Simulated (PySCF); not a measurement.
S₃, SMILES [S-]S[S], charge -1, multiplicity 2.

The structure is a stationary point at B3LYP-D3(BJ)/def2-SVPD.

All values below come from PBE/def2-TZVPD (PySCF).

Gas-phase values at a fixed geometry. A positive occupied level means that this level leaves the electron formally unbound; only the finite basis holds it.

- total energy: -1194.19885 hartree
- point group: C2v
- α spin, highest occupied and lowest empty level: 0.21 and 2.61 eV
- β spin, highest occupied and lowest empty level: -0.71 and 0.88 eV
- dipole moment about the centre of nuclear charge: 0.221 e·Å
- mean static polarisability: 102.0 bohr³ (15.11 Å³)
- polarisability, principal values: 68.1, 80.5, 157.3 bohr³
- ⟨S²⟩: 0.752 (pure state 0.75)
